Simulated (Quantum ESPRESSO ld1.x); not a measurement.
All-electron atom: Pt+ in [Xe] 4f11.5 5d9 6p2.5 (fractional occupations, a model configuration).

Calculated with ld1.x of Quantum ESPRESSO 7.5: scalar-relativistic Kohn-Sham, PBE, spin-unpolarised, spherical densities, point nucleus.

Energy parts (hartree):
| part | energy |
|---|---|
| total | -18404.884 |
| kinetic | 20534.422 |
| electron-nucleus | -45615.563 |
| Hartree | 7027.696 |
| exchange-correlation | -351.439 |

Orbitals (lengths in bohr, moments of r in powers of bohr):
orbital  occ.  eigenvalue (hartree)   <1/r>
1s          2              -2884.51   94.02
2s          2              -508.419   22.03
2p          6              -440.807   19.66
3s          2              -121.158   8.164
3p          6              -101.473   7.464
3d         10              -80.1385   7.029
4s          2              -27.5540   3.516
4p          6              -21.0491   3.186
4d         10              -13.1682   2.866
4f       11.5              -4.42140   2.476
5s          2              -4.89849   1.477
5p          6              -3.09195   1.270
5d          9              -1.01728  0.9415
6p        2.5              -0.38261  0.4055

The highest occupied level is 6p at -10.411 eV. The density falls to 0.001 e/bohr^3 at r = 4.64 bohr. Summed over all electrons, <r^2> = 64.85 bohr^2, which gives a Langevin (diamagnetic) susceptibility term of -51.4 x 10^-6 cm^3/mol.
